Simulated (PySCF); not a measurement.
arsenic atom (As), quartet; DF-WB97X-V/6-311G** (PySCF).

Input for PySCF:
```python
from pyscf import gto, scf, dft

mol = gto.M(
    atom='''
As    0.00000000    0.00000000    0.00000000
''',
    basis='6-311g**',
    spin=3,
    verbose=4,
)

mf = dft.UKS(mol)
mf.xc = 'wb97x_v'
mf = mf.density_fit(auxbasis='def2-universal-jkfit')
mf.kernel()
```

Output, abridged:

```
PySCF version 2.14.0

[INPUT] verbose = 4
[INPUT] num. atoms = 1
[INPUT] num. electrons = 33
[INPUT] charge = 0
[INPUT] spin (= nelec alpha-beta = 2S) = 3
[INPUT] symmetry False subgroup None
[INPUT] Mole.unit = angstrom
[INPUT] Symbol           X                Y                Z      unit          X                Y                Z       unit  Magmom
[INPUT]  1 As     0.000000000000   0.000000000000   0.000000000000 AA    0.000000000000   0.000000000000   0.000000000000 Bohr   0.0

nuclear repulsion = 0
number of shells = 18
number of NR pGTOs = 84
number of NR cGTOs = 44
basis = 6-311g**
ecp = {}

******** <class 'pyscf.df.df_jk.DFUKS'> ********
method = DFUKS
initial guess = minao
damping factor = 0
level_shift factor = 0
DIIS = <class 'pyscf.scf.diis.CDIIS'>
diis_start_cycle = 1
diis_space = 8
diis_damp = 0
SCF conv_tol = 1e-09
SCF conv_tol_grad = None
SCF max_cycles = 50
direct_scf = False
number electrons alpha = 18  beta = 15
XC library pyscf.dft.libxc version 7.1.2
    S. Lehtola, C. Steigemann, M. J. T. Oliveira, and M. A. L. Marques,  SoftwareX 7, 1–5 (2018)
XC functionals = wb97x_v
    N. Mardirossian and M. Head-Gordon,  Phys. Chem. Chem. Phys. 16, 9904–9924 (2014)
radial grids:
    Treutler-Ahlrichs [JCP 102, 346 (1995); DOI:10.1063/1.469408] (M4) radial grids

becke partition: Becke, JCP 88, 2547 (1988); DOI:10.1063/1.454033
pruning grids: <function nwchem_prune>
grids dens level: 3
symmetrized grids: False
atomic radii adjust function: <function treutler_atomic_radii_adjust>
** Following is NLC and NLC Grids **
NLC functional = wb97x_v
radial grids:
    Treutler-Ahlrichs [JCP 102, 346 (1995); DOI:10.1063/1.469408] (M4) radial grids

becke partition: Becke, JCP 88, 2547 (1988); DOI:10.1063/1.454033
pruning grids: <function nwchem_prune>
grids dens level: 3
symmetrized grids: False
atomic radii adjust function: <function treutler_atomic_radii_adjust>
small_rho_cutoff = 0
Set gradient conv threshold to 3.16228e-05
tot grids = 20424
tot grids = 20424
******** <class 'pyscf.df.df.DF'> ********
auxbasis = def2-universal-jkfit
Create RSH-DF object <pyscf.df.df.DF object> for omega=0.3
******** <class 'pyscf.df.df.DF'> ********
auxbasis = auxmol.basis = def2-universal-jkfit
init E= -2232.93715888667

cycle= 1 E= -2235.52572493557  delta_E= -2.59  |g|= 1.13  |ddm|= 0.836
cycle= 2 E= -2235.5356831839  delta_E= -0.00996  |g|= 0.494  |ddm|= 0.327
cycle= 3 E= -2235.554063607  delta_E= -0.0184  |g|= 0.201  |ddm|= 0.198
cycle= 4 E= -2235.55797494149  delta_E= -0.00391  |g|= 0.00287  |ddm|= 0.0527
cycle= 5 E= -2235.55798661266  delta_E= -1.17e-05  |g|= 0.000563  |ddm|= 0.0133
cycle= 6 E= -2235.55798709186  delta_E= -4.79e-07  |g|= 0.000101  |ddm|= 0.00313
cycle= 7 E= -2235.55798710007  delta_E= -8.21e-09  |g|= 1.57e-05  |ddm|= 0.000465
cycle= 8 E= -2235.55798710018  delta_E= -1.03e-10  |g|= 8.12e-07  |ddm|= 4.78e-05
Extra cycle  E= -2235.55798710018  delta_E= -4.55e-13  |g|= 5.52e-07  |ddm|= 2.07e-06
converged SCF energy = -2235.55798710018  <S^2> = 3.7504007  2S+1 = 4.0002003
```
